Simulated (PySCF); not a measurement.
Species: C₃H₁₂Si₃.
Atom-mapped SMILES: `[CH2:1]=[CH:2][C:3]([SiH3:4])([SiH3:5])[SiH3:6]` (hydrogens: H7, H8 on C1; H9 on C2; H10, H11, H12 on Si4; H13, H14, H15 on Si5; H16, H17, H18 on Si6)

Geometry (PBE0-D3(BJ)/def2-SVP, Å), atoms numbered from 1 in this order:
```xyz
18
C3H12Si3 angstrom
C      1.5379    0.9946   -1.2678
C      0.9601    0.6042   -0.1266
C     -0.2492   -0.2768    0.0359
Si    -1.5618    0.6903    1.0138
Si    -1.0126   -0.8647   -1.5971
Si     0.2608   -1.7969    1.0577
H      2.4194    1.6397   -1.2502
H      1.1679    0.6959   -2.2538
H      1.4097    0.9597    0.8126
H     -0.9706    1.1577    2.3062
H     -2.0131    1.8790    0.2291
H     -2.7407   -0.1814    1.3062
H     -1.4602    0.2984   -2.4235
H     -0.0277   -1.6658   -2.3873
H     -2.1962   -1.7234   -1.2900
H      0.8644   -1.3457    2.3500
H     -0.9301   -2.6518    1.3512
H      1.2710   -2.6013    0.3060
```

The closed-shell ground state was solved at several levels (PySCF, density fitting, gas phase, non-relativistic).

```csv
level,basis functions,HOMO (eV),LUMO (eV),gap (eV),dipole (D)
"PBE0/6-311+G(2d,p)",258,-7.35,-0.49,6.86,0.43
B97-D/pcSseg-1,183,-6.23,-1.18,5.05,0.43
CAM-B3LYP/pcSseg-1,183,-8.63,0.79,9.42,0.41
PBE0/aug-cc-pVDZ,258,-7.33,-0.45,6.88,0.41
PBE0/pcSseg-1,183,-7.37,-0.38,6.99,0.45
PBE0/6-31G,90,-7.11,0.16,7.27,0.38
KT3/pcSseg-1,183,-6.29,-1.23,5.06,0.42
KT2/pcSseg-1,183,-6.31,-1.32,4.99,0.43
PBE0/def2-TZVP,276,-7.34,-0.45,6.89,0.47
PBE0/6-31G*,120,-7.12,-0.07,7.05,0.50
LC-wPBE/pcSseg-1,183,-9.99,1.86,11.85,0.42
BLYP/pcSseg-1,183,-6.13,-1.13,5.00,0.42
LDA/pcSseg-1,183,-6.47,-1.53,4.94,0.42
```

**Question.** What might HF/pcSseg-1 (183 basis functions) give for the same quantities?

**Answer.** HOMO -9.66 eV, LUMO 3.26 eV, gap 12.92 eV, dipole 0.46 D.

**Question.** Over all these levels, which gives the widest orbital gap and which the narrowest?

**Answer.** HF/pcSseg-1 (Hartree–Fock, all exact exchange) has the widest, 12.92 eV, and LDA/pcSseg-1 (LDA) the narrowest, 4.94 eV. The two share the basis. From the narrowest to the widest the HOMO moves by -3.19 eV and the LUMO by +4.79 eV.

**Question.** How much does the basis alone move the frontier levels among the 6 PBE0 rows?

**Answer.** The HOMO by 0.26 eV and the LUMO by 0.65 eV. By rising basis size (HOMO, LUMO in eV): 6-31G -7.11, 0.16; 6-31G* -7.12, -0.07; pcSseg-1 -7.37, -0.38; 6-311+G(2d,p) -7.35, -0.49; aug-cc-pVDZ -7.33, -0.45; def2-TZVP -7.34, -0.45.

**Question.** In the pcSseg-1 basis, how does the gap go with the fixed share of exact exchange?

**Answer.** LDA (0 %) 4.94 eV; KT2 (0 %) 4.99 eV; BLYP (0 %) 5.00 eV; B97-D (0 %) 5.05 eV; KT3 (0 %) 5.06 eV; PBE0 (25 %) 6.99 eV; HF (100 %) 12.92 eV. Each rise in the share widens the gap here.

**Question.** How far do the dipole and the HOMO energy spread over the levels?

**Answer.** The dipole runs from 0.38 to 0.50 D (mean 0.43 D) and the HOMO from -9.99 to -6.13 eV.
